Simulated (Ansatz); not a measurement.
`[GaH2][GaH2]` + `NB1CS1` → `[GaH2][NH]B1CS1` + `[GaH3]` at 600 K and 1 bar (cleavage of the Ga–Ga bond).

Gas-phase electronic energies from Ansatz, PBE0-D4/def2-TZVP geometries. CCSD(T)/CBS adds triple-zeta CCSD(T) − MP2 to the extrapolated MP2 energy (def2 sets, frozen cores). For Ga outer-core shells are correlated without core-valence functions, which leaves a few kJ/mol of doubt a bond. Scalar relativity is left out up to krypton. One conformer a species, not always the lowest.

```csv
species,CCSD(T)/CBS energy (Eh),H − E (kJ/mol),S (J/(mol·K))
`[GaH2][GaH2]`,-3850.24627,111.6,358.9
`NB1CS1`,-517.77714,199.1,355.1
`[GaH2][NH]B1CS1`,-2442.32425,225.7,445.6
`[GaH3]`,-1925.70545,74.9,253.2
```

H − E and S are ideal-gas, rigid-rotor, harmonic terms from PBE0-D4/def2-TZVP, for one conformer and one mirror image of each species. 1 Eh = 2625.50 kJ/mol, R = 8.31446 J/(mol·K).

**Question.** By hand: ΔE, ΔH, ΔS and ΔG.

**Answer.** ΔE = (-2442.32425) + (-1925.70545) − (-3850.24627) − (-517.77714) = -0.00629 Eh = -16.5 kJ/mol. Δ(H − E) = 225.7 + 74.9 − 111.6 − 199.1 = -10.1, so ΔH = -26.6 kJ/mol. ΔS = 445.6 + 253.2 − 358.9 − 355.1 = -15.2 J/(mol·K). ΔG = -26.6 − 600 × (-15.2)/1000 = -17.5 kJ/mol.

**Question.** By hand: the equilibrium constant, and the temperature at which ΔG would vanish if ΔH and ΔS stayed fixed.

**Answer.** log₁₀ K = −ΔG/(RT ln 10) = 1.5. ΔG = 0 at ΔH/ΔS = 1750 K, though so small a ΔS makes that figure unsure.

TΔS isn't small against ΔH here. A doubt of 5 kJ/mol in ΔE shifts log₁₀ K by 0.4 here. Other conformers and mirror images would add mixing entropy, several J/(mol·K) or more a flexible species. These are equilibria of isolated gas molecules and say nothing of rates. Largest T1 diagnostic: 0.014 (customary marks: 0.02 for closed shells, 0.045 for open ones).
